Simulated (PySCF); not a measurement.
triangular [4]phenylene (C₂₄H₁₂), SMILES c1ccc2c(c1)c1c3c4ccccc4c3c3c4ccccc4c3c21. Atoms are numbered in the order given.

```xyz
36

C      3.0429     4.1196     0.0000
C      4.0449     3.1414     0.0000
C      3.7438     1.7612     0.0000
C      2.3998     1.4343     0.0000
C      1.3760     2.4337     0.0000
C      1.6703     3.7852     0.0000
C      0.3107     1.3897     0.0000
C     -0.9889     1.0245     0.0000
C     -2.4420     1.3611     0.0000
C     -3.3971     2.3616     0.0000
C     -4.7430     1.9323     0.0000
C     -5.0891     0.5754     0.0000
C     -4.1133    -0.4461     0.0000
C     -2.7956    -0.0253     0.0000
C     -1.3588    -0.4257     0.0000
C     -0.3928    -1.3687     0.0000
C      0.0423    -2.7954     0.0000
C     -0.3467    -4.1228     0.0000
C      0.6981    -5.0737     0.0000
C      2.0462    -4.6950     0.0000
C      2.4430    -3.3391     0.0000
C      1.4197    -2.4085     0.0000
C      1.0481    -0.9639     0.0000
C      1.3818     0.3442     0.0000
H      3.3339     5.1729     0.0000
H      5.0909     3.4578     0.0000
H      4.5382     1.0122     0.0000
H      0.9023     4.5613     0.0000
H     -3.1456     3.4241     0.0000
H     -5.5400     2.6799     0.0000
H     -6.1468     0.3008     0.0000
H     -4.4013    -1.4992     0.0000
H     -1.3925    -4.4363     0.0000
H      0.4491    -6.1377     0.0000
H      2.8129    -5.4737     0.0000
H      3.4990    -3.0620     0.0000
```

The structure is a stationary point at B3LYP-D3(BJ)/def2-SVP.

Computed with ωB97X/def2-SVP (PySCF).

Atomic charges (e):

```tsv
atom	IAO	Löwdin
C1	-0.14	-0.02
C2	-0.14	-0.02
C3	-0.15	-0.03
C4	0.00	0.00
C5	0.00	0.00
C6	-0.15	-0.03
C7	-0.01	-0.01
C8	-0.01	-0.01
C9	0.00	0.00
C10	-0.15	-0.03
C11	-0.14	-0.02
C12	-0.14	-0.02
C13	-0.15	-0.03
C14	0.00	0.00
C15	-0.01	-0.01
C16	-0.01	-0.01
C17	0.00	0.00
C18	-0.15	-0.03
C19	-0.14	-0.02
C20	-0.14	-0.02
C21	-0.15	-0.03
C22	0.00	0.00
C23	-0.01	-0.01
C24	-0.01	-0.01
H25	0.14	0.03
H26	0.14	0.03
H27	0.15	0.03
H28	0.15	0.03
H29	0.15	0.03
H30	0.14	0.03
H31	0.14	0.03
H32	0.15	0.03
H33	0.15	0.03
H34	0.14	0.03
H35	0.14	0.03
H36	0.15	0.03
```

Question: Give the Mayer and Wiberg (Löwdin basis) orders of the bonds. (The exact figures need the calculation; the answer reports its results.)

Answer: 
```
bond     Mayer  Wiberg
-------  -----  ------
C1–C2     1.46    1.50
C2–C3     1.33    1.41
C3–C4     1.46    1.49
C4–C5     1.25    1.27
C1–C6     1.33    1.41
C5–C6     1.46    1.49
C5–C7     0.91    1.04
C7–C8     1.72    1.70
C8–C9     0.91    1.04
C9–C10    1.46    1.49
C10–C11   1.33    1.41
C11–C12   1.46    1.50
C12–C13   1.33    1.41
C9–C14    1.25    1.27
C13–C14   1.46    1.49
C8–C15    1.05    1.04
C14–C15   0.91    1.04
C15–C16   1.72    1.70
C16–C17   0.91    1.04
C17–C18   1.46    1.49
C18–C19   1.33    1.41
C19–C20   1.46    1.50
C20–C21   1.33    1.41
C17–C22   1.25    1.27
C21–C22   1.46    1.49
C16–C23   1.05    1.04
C22–C23   0.91    1.04
C4–C24    0.91    1.04
C7–C24    1.05    1.04
C23–C24   1.72    1.70
C1–H25    0.98    0.94
C2–H26    0.98    0.94
C3–H27    1.01    0.93
C6–H28    1.01    0.93
C10–H29   1.01    0.93
C11–H30   0.98    0.94
C12–H31   0.98    0.94
C13–H32   1.01    0.93
C18–H33   1.01    0.93
C19–H34   0.98    0.94
C20–H35   0.98    0.94
C21–H36   1.01    0.93
```
